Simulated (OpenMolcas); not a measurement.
# N+, P+, As+, Sb+, Bi+: ns2 np2 down the group

```yaml
Program: OpenMolcas
Method: CASSCF
Basis: ANO-R3
Scalar_Hamiltonian: X2C, finite nucleus
Spin-orbit_coupling: state interaction with AMFI integrals over the reference wave functions, term energies averaged over their components
```

Active space for each ion: 4 electrons in 4 orbitals (s p).

Computed levels in cm-1 above 3P0:

| Level | N+ | P+ | As+ | Sb+ | Bi+ |
| --- | --- | --- | --- | --- | --- |
| 3P1 | 44.2 | 145 | 938 | 2646 | 11260 |
| 3P2 | 131 | 417 | 2305 | 5314 | 16056 |
| 1D2 | 17496 | 11681 | 12583 | 14460 | 31091 |
| 1S0 | 30670 | 20861 | 22282 | 23474 | 41312 |
| weight of 3P in the lowest level (%) | 100 | 100 | 99 | 96 | 85 |

Mixed levels, with the weight of the term that names them: Bi+ 3P2 (63 %), Bi+ 1D2 (63 %).

Measured, with the error of the calculation in %. Measured levels: N+, P+, As+, Sb+, Bi+ from NIST Handbook of Basic Atomic Spectroscopic Data.

```tsv
Level	N+	P+	As+	Sb+	Bi+
3P1	48.7 (-9.2)	165 (-11.9)	1063 (-11.8)	3055 (-13.4)	13325 (-15.5)
3P2	131 (+0.4)	469 (-11.1)	2541 (-9.3)	5658 (-6.1)	17032 (-5.7)
1D2	15316 (+14.2)	8882 (+31.5)	10096 (+24.6)	12790 (+13.1)	33939 (-8.4)
1S0	32689 (-6.2)	21576 (-3.3)	22599 (-1.4)	23906 (-1.8)	44174 (-6.5)
```

The fine-structure level 3P2 changes by a factor of 123 from N+ to Bi+.

Without spin-orbit coupling 1D lies 17408, 11395, 10804, 9532, 9157 cm-1 above 3P in that order; the difference to the level 1D2, of either sign, comes from spin-orbit coupling, which also lowers the zero.

Without dynamic correlation excited terms often stand tens of per cent too high (terms of higher spin than the ground term too low), and those without a measured partner can miss by more than the paired ones (holds for N+; P+; As+). Computed and measured levels are paired by configuration, term and J; levels that our copy of the source lacks, or whose pairing is in doubt (as where it misses far off the trend of its configuration), stay unpaired and out of the deviations. Where the source uses jj or jK labels, the order within each J decides. Levels of configurations outside the active space are missing.
